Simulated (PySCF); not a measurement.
**AlCu: frontier orbitals**

B3LYP at R = 2.411 Å; Al def2-TZVPPD, Cu def2-TZVPPD; no relativity (PySCF 2.14). State: ¹Σ⁺ (singlet), closed shell. Only the outer orbitals are listed, counted within each symmetry.

```tsv
orbital	occ.	ε (eV)	on Al (%)	main shells (%)
9σ	2	-9.27	68	68 Al s, 15 Cu s, 12 Cu d
4π	2	-7.16	2	98 Cu d
4π	2	-7.16	2	98 Cu d
10σ	2	-7.05	12	85 Cu d, 10 Al s
1δ	2	-6.99	0	100 Cu d
1δ	2	-6.99	0	100 Cu d
11σ	2	-4.86	37	65 Cu s, 27 Al p, 11 Al s
5π	0	-2.24	80	81 Al p, 18 Cu p
5π	0	-2.24	80	81 Al p, 18 Cu p
12σ	0	-1.32	46	42 Cu p, 24 Al p, 20 Al s
```

**Question.** Which are the highest filled and the lowest empty level, where do they sit, and how wide is the gap?

**Answer.** Highest filled 11σ at -4.86 eV (in %: 65 Cu s, 27 Al p, 11 Al s); lowest empty 5π at -2.24 eV (in %: 81 Al p, 18 Cu p); the gap at B3LYP is 2.62 eV.

```
bond order (Mayer)                               : 0.80
⟨S²⟩                                             : 0.000
charge on Al (Mulliken, basis-dependent)         : 0.60
charge on Al (Löwdin, basis-dependent)           : 0.24
dipole moment (positive dipole means Al(−)Cu(+)) : -0.56 D
polarisability along the bond                    : 153.6 bohr³
polarisability across the bond                   : 69.0 bohr³
```

Closed-shell solutions of metal pairs were not tested for spin polarisation, which can lower them a little.
